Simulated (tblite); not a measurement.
Species: CH9NO3Si3.
Structure used (GFN2-xTB), in Å, numbered top down from 1:
```
atom  x, y, z in Å
C1     2.8903   -0.2033    0.0207
N2     1.6215   -0.7667   -0.3764
Si3    0.2840    0.2238   -0.7626
O4    -0.0851    1.1016    0.5548
Si5   -1.4701    1.1683    1.3982
O6    -2.5605    0.1755    0.7173
Si7   -2.4223   -0.8725   -0.5165
O8    -0.9285   -0.7929   -1.1378
H9     3.4677   -0.9384    0.5828
H10    3.4852    0.1299   -0.8362
H11    2.6966    0.6561    0.6567
H12    1.7339   -1.6096   -0.9191
H13    0.3755    1.1886   -1.8544
H14   -1.9860    2.5201    1.2475
H15   -1.1877    0.6592    2.7308
H16   -2.5773   -2.2112    0.0291
H17   -3.3442   -0.4166   -1.5449
```

Level: GFN2-xTB in tblite, geometry and Hessian alike; calculated harmonic values, unscaled, isolated species. Errors from tens to a few hundred cm⁻¹ against measured bands are possible. Modes of hydrogen on silicon can be 10 to 20 % off. One conformer, not necessarily the lowest.

Harmonic wavenumbers (cm⁻¹): 43.7, 72.0, 81.1, 110.3, 154.6, 166.5, 224.5, 261.5, 312.4, 316.2, 414.0, 530.7, 578.0, 584.5, 586.9, 606.9, 631.6, 637.1, 649.1, 654.4, 726.0, 774.6, 785.3, 801.6, 816.5, 858.0, 954.1, 1047.2, 1053.2, 1063.7, 1114.2, 1164.4, 1356.7, 1416.1, 1489.8, 1499.8, 2288.0, 2317.8, 2326.9, 2338.8, 2344.4, 2915.2, 2983.6, 3043.9, 3449.8.

A = 2108, B = 963.1, C = 723.9 MHz; mass 166.989 u (most abundant isotopes); point group C1, symmetry number 1.

Q: What is the zero-point energy?

A: ½Σν̃ = 24273 cm⁻¹ = 69.40 kcal/mol.

Q: What is S at 298.15 K and 1 bar for an ideal gas of classical rigid rotors and harmonic oscillators?

A: Translation 41.27, rotation 29.77, vibration 34.35: S = 105.4 cal/(mol K).

Q: And Cp and H(298.15 K) − H(0)?

A: Cp = 43.30 cal/(mol K), of which vibrations give 35.35 (their classical limit is 45 R = 89.4); H(298.15 K) − H(0) = 7.75 kcal/mol without the zero-point energy, 5.38 from vibrations.

Q: What must be added to the electronic energy to get the Gibbs energy at 298.15 K and 1 bar?

A: ZPE + [H(298.15 K) − H(0)] − T·S = 69.40 + 7.75 − 31.42 = 45.73 kcal/mol.

Q: Which modes carry the vibrational entropy at 298.15 K?

A: 43.7 cm⁻¹: 5.08; 72.0 cm⁻¹: 4.10; 81.1 cm⁻¹: 3.86; 110.3 cm⁻¹: 3.26; 154.6 cm⁻¹: 2.61; 166.5 cm⁻¹: 2.47 cal/(mol K); the other 39 give 12.95 together.

Hindered rotation and anharmonicity are outside this model. Other conformers, if any are populated, would add a mixing term that is left out. The structure is chiral; the term R ln 2 for an equal mix with its mirror image is left out.
